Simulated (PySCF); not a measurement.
C5H6BF.

```xyz
13

C     -0.5778     2.7268     0.0000
C     -0.0255     1.6460     0.0000
C      0.5832     0.3525     0.0000
C      1.9275     0.2194     0.0000
B     -0.3492    -0.9163     0.0000
C      0.1218    -2.4083     0.0000
F     -1.6614    -0.6926     0.0000
H     -1.0641     3.6846     0.0000
H      2.5950     1.0862     0.0000
H      2.3936    -0.7688     0.0000
H     -0.3048    -2.9197     0.8796
H      1.2076    -2.5665     0.0000
H     -0.3048    -2.9197    -0.8796
```
Charge 0, spin multiplicity 1.

Geometry optimised at PBE0-D3(BJ)/def2-SVP. This is a generated structure with no PubChem entry under its InChIKey; it may be hypothetical. Other conformers were not sampled.

All values below come from PBE/pcSseg-1 (PySCF). Non-relativistic, no solvent.

Computed absolute GIAO shielding of each atom: isotropic value and principal components (ppm):
```csv
atom,σ(iso),σ11,σ22,σ33,span
C1,89.2,36.0,42.2,189.5,153.6
C2,93.0,-8.4,-1.8,289.1,297.5
C3,43.0,-59.0,31.7,156.3,215.3
C4,23.8,-106.7,28.1,150.1,256.7
B5,44.9,-5.3,62.4,77.7,83.0
C6,179.7,164.2,186.3,188.6,24.4
F7,170.1,-16.9,70.0,457.1,474.0
H8,27.9,24.3,24.9,34.6,10.3
H9,24.4,20.5,24.3,28.2,7.8
H10,24.4,20.7,23.9,28.5,7.8
H11,30.8,27.1,28.6,36.7,9.5
H12,30.4,25.9,29.8,35.3,9.4
H13,30.8,27.1,28.6,36.7,9.5
```
